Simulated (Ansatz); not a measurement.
The cluster Sn₄Te₃. The state is a singlet with charge 0. Geometry r2SCAN-D4/def2-SVP, basis def2-TZVP, Ansatz.

```xyz
7

Sn   -1.897   -1.011    0.804
Sn    2.067   -0.742    0.322
Sn   -0.779    2.050    0.676
Sn   -0.990    0.276   -2.052
Te    1.419    1.711   -1.222
Te    0.228    0.022    2.527
Te   -0.049   -2.307   -1.055
```

| run | HOMO (eV) | LUMO (eV) |
| --- | --- | --- |
| A | -5.49 | -2.48 |
| B | -5.16 | -3.18 |
| C | -5.16 | -2.87 |
| D | -5.67 | -2.37 |
| E | -4.94 | -2.92 |

In the def2 sets Sn, Te take a core potential; there is no spin–orbit coupling. B3LYP takes the VWN-RPA correlation. The structure comes from a short search, and lower isomers may exist.

Q: The runs used B3LYP, LDA (SPW92), PBE, PBE0, r2SCAN. Estimate which is which.

A: A B3LYP (20 % exact exchange); B LDA (SPW92) (0 % exact exchange); C r2SCAN (0 % exact exchange); D PBE0 (25 % exact exchange); E PBE (0 % exact exchange). Exact exchange lowers occupied and raises empty levels; among semilocal functionals meta-GGAs tend to open the gap a little, and such runs are hard to tell apart. The gap grows from 1.98 eV (LDA (SPW92)) to 3.30 eV (PBE0).
